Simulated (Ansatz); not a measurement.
Total energies of CH$_{9}$NSi$_{2}$ (`NC[SiH2][SiH3]`).

Z-matrix (Å, degrees):
```
C
Si 1 1.889
N 1 1.457 2 110.4
H 1 1.095 2 106.9 3 -118.2
H 1 1.102 2 109.2 3 127.3
Si 2 2.342 1 111.0 3 -175.1
H 2 1.493 1 108.8 3 -55.4
H 2 1.488 1 110.4 3 62.8
H 3 1.013 1 111.2 2 -178.7
H 3 1.012 1 110.9 2 62.1
H 6 1.488 2 110.9 1 179.9
H 6 1.489 2 110.6 1 59.7
H 6 1.489 2 110.6 1 -59.9
```

The species carries charge 0 and has multiplicity 1. The geometry is a stationary point of PBE0-D4/def2-TZVP. It is one conformer, not always the lowest. Basis def2-TZVPP, Ansatz.

RPA on PBE orbitals: Hartree–Fock energy of these orbitals -675.41133 Eh, correlation -1.16909 Eh (frozen core).

| functional | energy without D4 (Eh) | D4 term (kJ/mol) |
| --- | --- | --- |
| LDA (SPW92) | -674.09119 | – |
| PBE | -676.86018 | -25.1 |
| BLYP | -677.23377 | -54.5 |
| r2SCAN | -677.18254 | -6.3 |
| B97M-V | -677.13975 | – |
| r2SCANh | -677.17569 | -6.7 |
| r2SCAN0 | -677.16641 | -7.4 |
| HSE06 (plane-wave form) | -676.91536 | -19.9 |
| BHLYP | -677.23597 | -31.4 |
| CAM-B3LYP | -677.25710 | -21.7 |
| LC-ωPBE | -677.06289 | – |
| ωB97X-V | -677.17829 | – |
| ωB97M-V | -677.18828 | – |
| B2PLYP | -676.96390 | – |

Question: Give the same for revPBE, PBE0, B3LYP, PBE-QIDH. (Best estimate.)

Answer: Ansatz gave: 
```json
{"functional": "revPBE", "energy without D4 (Eh)": "-677.14506", "D4 term (kJ/mol)": "-74.2"}
{"functional": "PBE0", "energy without D4 (Eh)": "-676.93478", "D4 term (kJ/mol)": "-21.3"}
{"functional": "B3LYP", "energy without D4 (Eh)": "-677.34961", "D4 term (kJ/mol)": "-40.3"}
{"functional": "PBE-QIDH", "energy without D4 (Eh)": "-676.75116", "D4 term (kJ/mol)": "–"}
```

B3LYP takes the VWN-RPA correlation (the form of Gaussian; ORCA's B3LYP/G). HSE06 is the plane-wave form, built on full-range PBE exchange. The double hybrids freeze the cores in their second-order part.

LC-ωPBE has ω = 0.4 bohr⁻¹.
